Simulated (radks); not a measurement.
Results of a calculation; reference values are marked as such.
Valence configurations of Ni+ (all share [Ar]). Code: a radial shooting solver on a logarithmic mesh with Libxc functionals. Model: scalar-relativistic Kohn-Sham, PBE, spin-polarised, spherical densities, point nucleus; open shells are filled with parallel spins first. Energies are relative to 3d9; eigenvalues in eV for spin up.

valence	E (eV)	moment (Bohr magnetons)	e(3d)	e(4p)	e(4s)
3d9	0.000	1	-13.400	-	-
3d8 4s1	1.714	3	-18.848	-	-13.837
3d8.5 4p0.5	3.329	2	-16.769	-7.765	-
3d8 4p1	7.525	3	-20.383	-8.880	-
3d7 4s2	7.575	3	-25.390	-	-15.284
3d7 4s1 4p1	12.359	5	-26.833	-10.251	-16.825
3d7 4p2	18.977	5	-28.256	-10.940	-
3d5 4s2 4p2	44.225	7	-43.960	-13.261	-21.199

NIST lists [Ar] 3d9 as the ground configuration; this level of theory agrees among the configurations tried. The energies are those of spherical high-spin densities, not of single terms.
